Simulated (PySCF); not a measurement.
These are PySCF with B3LYP-D3(BJ)/def2-TZVP values and carry that method's errors. Gas-phase values, no solvent. One relaxed conformer stands for a flexible species; it need not be the lowest. B3LYP has the VWN-RPA correlation part, as in Gaussian. 

Reference species (SMILES): `CC1=CO1` (neutral, multiplicity 1).

```
Quantity    Result
--------  --------
HOMO      -5.48 eV
```

Changed species: `C=C=CO`.

Q: Give the shifts of the HOMO.

A: the HOMO falls by 0.89 eV, to -6.37 eV.
